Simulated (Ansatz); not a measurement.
Basis sets compared for the cluster Si₄Se₄⁺. Total charge 1; doublet. Geometry PBE-D4/def2-SVP. Ansatz on 4 threads of Arm Neoverse N1 on a shared host; times are rough, and most runs start from earlier orbitals.

```xyz
8

Si   -1.627   -0.959    0.532
Si    0.790    0.031    1.840
Si   -0.937    0.940   -0.946
Si    1.622   -0.214   -1.446
Se    1.059    1.775   -0.022
Se   -1.366    0.017    2.639
Se    0.585   -1.886    0.364
Se   -0.125    0.295   -2.961
```

The structure comes from a short search, and lower isomers may exist.

```csv
level,functions,energy (Eh),HOMO (eV),LUMO (eV),wall time
PBE-D4/def2-SVP,200,-10760.5935,-9.60,-9.17,17 s
PBE0-D4/def2-SVP,200,-10760.9687,-10.48,-8.67,41 s
```

Q: Estimate the rows for PBE-D4/def2-TZVP, PBE0-D4/def2-TZVP.

A: 
```csv
level,functions,energy (Eh),HOMO (eV),LUMO (eV),wall time
PBE-D4/def2-TZVP,340,-10762.1787,-9.48,-9.04,37 s
PBE0-D4/def2-TZVP,340,-10762.5549,-10.32,-8.49,2.2 min
```
